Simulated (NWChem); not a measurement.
Species: InSiH₅; SMILES [SiH3][InH2]

Results from NWChem. Geometry: optimised at PBE0/def2-SVP. def2 effective core potentials on In; no spin-orbit coupling. Hybrids' shares of exact exchange are those that their runs print; pure functionals count as 0. The functionals differ in more than this share.

| row | share of exact exchange | highest occupied level (eV) |
|---|---|---|
| PBE/def2-SVP | 0.00 | -6.33 |
| TPSS/def2-SVP | 0.00 | -6.47 |
| B3LYP/def2-SVP | 0.20 | withheld |
| PBE0/def2-SVP | 0.25 | -7.36 |
| BHandHLYP/def2-SVP | 0.50 | -8.26 |

Q: Fit a straight line of the last column on the one before it, predict the withheld value, and compare with the run.

A: 
1. Means of the 4 shown rows: x = 0.188, y = -7.105. Slope Σ(x − x̄)(y − ȳ)/Σ(x − x̄)² = -0.6412/0.1719 = -3.731; intercept -6.405.
2. The shown rows scatter about the line by 0.051 (root mean square); the largest residual is +0.08, at PBE/def2-SVP.
3. At x = 0.20 (B3LYP/def2-SVP; inside the shown range) the line gives -7.15.
4. The run gives -7.14, +0.01 from the line, 0.2 times the scatter.
